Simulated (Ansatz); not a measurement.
Start from `C[SiH](F)N[SiH3]` and change one atom or group to get `C[SiH2]F`.

Ansatz, PBE0-D4/def2-TZVP geometries, multiplicity 1. Each molecule was computed in one conformer, which needn't be the lowest.

```json
{"property": "LUMO energy (B3LYP/def2-TZVPP) / eV", "`C[SiH](F)N[SiH3]`": "-0.02"}
{"property": "HOMO energy (B3LYP/def2-TZVPP) / eV", "`C[SiH](F)N[SiH3]`": "-7.70"}
{"property": "HOMO energy (PBE0/def2-TZVPP) / eV", "`C[SiH](F)N[SiH3]`": "-7.93"}
{"property": "LUMO energy (ωB97M-V/def2-TZVPP) / eV", "`C[SiH](F)N[SiH3]`": "1.78"}
{"property": "size of the dipole moment (B3LYP/def2-TZVPP) / D", "`C[SiH](F)N[SiH3]`": "1.56"}
{"property": "HOMO–LUMO gap (ωB97M-V/def2-TZVPP) / eV", "`C[SiH](F)N[SiH3]`": "12.04"}
```

What does the change do to each property? (Estimate.)

The calculation gave: 
```csv
property,`C[SiH2]F`,shift
LUMO energy (B3LYP/def2-TZVPP) / eV,0.25,0.27
HOMO energy (B3LYP/def2-TZVPP) / eV,-9.02,-1.32
HOMO energy (PBE0/def2-TZVPP) / eV,-9.24,-1.31
LUMO energy (ωB97M-V/def2-TZVPP) / eV,2.17,0.39
size of the dipole moment (B3LYP/def2-TZVPP) / D,1.72,0.16
HOMO–LUMO gap (ωB97M-V/def2-TZVPP) / eV,13.68,1.64
```

With PBE0 the HOMO falls by 1.31 eV and the LUMO rises by 0.27 eV, so the gap widens by about 1.58 eV. PBE moves the HOMO by -1.26 eV and ωB97M-V by -1.25 eV. Dipoles are sizes alone; their direction can turn.

B3LYP here is the variant with VWN-RPA as its local correlation; programs differ in this.
